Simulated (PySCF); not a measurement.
**Ho(III) with more and more H2O**

Computed with PySCF 2.14.0, PBE0, def2-SVP on the ligands, density fitting, scalar-relativistic core potentials, no spin-orbit coupling, vacuum. The metal has lcecp-1-SVP with ECP56. Each complex is relaxed within the symmetry of its template. Distances are means of the shortest metal–ligand contacts, charges and spins Mulliken's; removal energies are rigid, with the ligand's formal charge and no counterpoise, so too large; for an anion taken off a cation in vacuum most of it is the attraction of opposite charges, and multiply charged cations can part far more cheaply with an electron moved from ligand to metal. lcecp potentials hold a fixed number of 4f electrons in the core, out of states, spins and gaps.

```tsv
complex	point group	M–H2O (Å)	charge on M (e)	removal of one H2O (eV)	strongest infrared band, degenerate modes summed (cm⁻¹)	unstable modes (below −25 cm⁻¹)
[Ho(H2O)]3+	C2v	2.157	2.54	5.32	3380	0
[Ho(H2O)2]3+	nearly Cs	2.195	2.21	4.51	3477	0 (lowest -14 cm⁻¹, within noise)
[Ho(H2O)4]3+	S4	2.262	1.73	3.49	–	not given
```

**Question.** What does the calculation give for [Ho(H2O)3]3+?

**Answer.** point group: D3, M–H2O (Å): 2.235, charge on M (e): 1.95, removal of one H2O (eV): 3.92, strongest infrared band, degenerate modes summed (cm⁻¹): 3559, unstable modes (below −25 cm⁻¹): 0 (lowest -17 cm⁻¹, within noise).
```xyz
10

Ho    0.0000    0.0000    0.0000
O     2.2346    0.0000    0.0000
H     2.8517    0.7429    0.2127
H     2.8517   -0.7429   -0.2127
O    -1.1173    1.9352    0.0000
H    -2.0692    2.0982    0.2127
H    -0.7825    2.8411   -0.2127
O    -1.1173   -1.9352    0.0000
H    -0.7825   -2.8411    0.2127
H    -2.0693   -2.0982   -0.2127
```

The more ligands, the longer each bond and the weaker the last ligand is held.

Members with unstable modes aren't minima as they stand: saddle points kept by symmetry or, where the modes are soft, flat surfaces and noise. Moved off a saddle point of the template and relaxed again: [Ho(H2O)2]3+, [Ho(H2O)3]3+, [Ho(H2O)4]3+. One start shape was tried for each, so a minimum needn't be the lowest isomer.
